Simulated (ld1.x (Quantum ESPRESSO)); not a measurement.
Reading a pseudo-wave (vanadium (V))

Columns: radius, all-electron u(r) and pseudo u(r) of the 3p shell (level -42.07 eV) of vanadium in the configuration [Ne] 3s2 3p6 3d3.5 4s1.5 4p0; PBE, scalar-relativistic, TM scheme, ld1.x (Quantum ESPRESSO) 7.5.

| r (bohr) | all-electron | pseudo |
| --- | --- | --- |
| 0.118 | 0.4895 | -0.0546 |
| 0.235 | 0.4327 | -0.2046 |
| 0.353 | -0.0212 | -0.4197 |
| 0.470 | -0.4832 | -0.6503 |
| 0.588 | -0.8168 | -0.8530 |
| 0.705 | -0.9998 | -0.9902 |
| 0.822 | -1.0632 | -1.0501 |
| 0.940 | -1.0444 | -1.0390 |
| 1.058 | -0.9760 | -0.9759 |
| 1.175 | -0.8832 | -0.8843 |
| 1.292 | -0.7813 | -0.7819 |
| 1.410 | -0.6791 | -0.6792 |
| 1.528 | -0.5831 | -0.5831 |
| 1.645 | -0.4968 | -0.4968 |
| 1.763 | -0.4198 | -0.4198 |
| 1.880 | -0.3532 | -0.3532 |
| 1.998 | -0.2955 | -0.2955 |
| 2.115 | -0.2468 | -0.2468 |
| 2.232 | -0.2055 | -0.2055 |
| 2.350 | -0.1705 | -0.1705 |
| 2.468 | -0.1412 | -0.1412 |
| 2.585 | -0.1169 | -0.1169 |
| 2.702 | -0.0967 | -0.0967 |
| 2.820 | -0.0798 | -0.0798 |
| 2.938 | -0.0657 | -0.0657 |
| 3.055 | -0.0542 | -0.0542 |

Problem. How many radial nodes do the two functions have?

Solution. The all-electron 3p function has n − l − 1 = 1; the pseudo-wave has 0, since the states of the same l below it are removed with the core.

Problem. At about which radius was the pseudo-wave matched?

Solution. 1.65 bohr. The columns agree to 0.0005 from 1.41 bohr on; several derivatives are matched, so the curves merge somewhat inside the radius.

Problem. Is the pseudo-wave norm-conserving?

Solution. Yes: the TM scheme keeps the norm inside the radius equal to the all-electron one, which fixes the energy derivative of the logarithmic derivative at the level.
